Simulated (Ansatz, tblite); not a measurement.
Spin states of B2Mo2, each relaxed with r2SCAN-D4/def2-TZVP in Ansatz. Electronic energies in the gas phase.

In the def2 sets Mo takes a core potential; there is no spin–orbit coupling. The xTB rows come from tblite. LC-ωPBE has ω = 0.4 bohr⁻¹. Correlated methods freeze 2 core orbitals; core or outer-core shells of Mo are correlated, in sets that lack core-valence functions. The structure comes from a short search, and lower isomers may exist.

Singlet geometry (C2v within 0.1 Å):

Cartesian coordinates in Å:
```
Mo 1.0513 0.3618 0.3508
Mo -1.0266 -0.4400 0.3341
B 0.5213 -1.3400 -0.5192
B -0.5460 1.4182 -0.1657
```

Triplet geometry (C2v within 0.1 Å):

```xyz
4

Mo   -0.924    0.522    0.771
Mo    0.906   -0.660    0.682
B     0.504    0.828   -0.648
B    -0.485   -0.690   -0.805
```

Quintet geometry (C2v within 0.1 Å):

```xyz
4

Mo    0.622    0.320   -1.048
Mo   -0.262   -1.003    0.717
B    -1.346    0.098   -0.600
B     0.985    0.584    0.932
```

⟨S²⟩: triplet 2.07 at PBE0-D4/def2-TZVP (pure 2.00), quintet 6.08 at PBE0-D4/def2-TZVP (pure 6.00).

Run but left out: HF/STO-3G (singlet: restricted singlet, unstable in another Hartree–Fock run and untested here); PBE0-D4/def2-TZVP, B2PLYP/def2-TZVP, PBE-QIDH/def2-TZVP (singlet: restricted singlet, unstable towards broken spin symmetry).

Only these spin states were relaxed. Higher spins weren't run and may lie lower. The triplet has other bonds than the singlet, so the gap mixes isomer and spin.

```tsv
level	triplet − singlet (kcal/mol)	quintet − singlet (kcal/mol)	lowest of these	remarks
GFN1-xTB	13.4	-8.8	quintet	–
GFN2-xTB	7.4	-5.4	quintet	–
CAM-B3LYP-D4/def2-TZVP	6.8	31.4	singlet	–
LC-ωPBE/def2-TZVP	-2.7	20.1	triplet	spin-contaminated (⟨S²⟩ 2.19) (triplet), spin-contaminated (⟨S²⟩ 6.23) (quintet)
```

Problem. Estimate the rows for LDA (SPW92)/def2-TZVP, PBE-D4/def2-TZVP, r2SCAN-D4/def2-TZVP, RPA@PBE/def2-TZVP.

Solution. 
```json
{"level": "LDA (SPW92)/def2-TZVP", "triplet − singlet (kcal/mol)": "9.8", "quintet − singlet (kcal/mol)": "50.4", "lowest of these": "singlet", "remarks": "–"}
{"level": "PBE-D4/def2-TZVP", "triplet − singlet (kcal/mol)": "8.5", "quintet − singlet (kcal/mol)": "40.5", "lowest of these": "singlet", "remarks": "–"}
{"level": "r2SCAN-D4/def2-TZVP", "triplet − singlet (kcal/mol)": "3.1", "quintet − singlet (kcal/mol)": "31.9", "lowest of these": "singlet", "remarks": "–"}
{"level": "RPA@PBE/def2-TZVP", "triplet − singlet (kcal/mol)": "12.5", "quintet − singlet (kcal/mol)": "40.5", "lowest of these": "singlet", "remarks": "test for broken spin undecided (singlet)"}
```

The xTB methods have no spin-polarisation term.
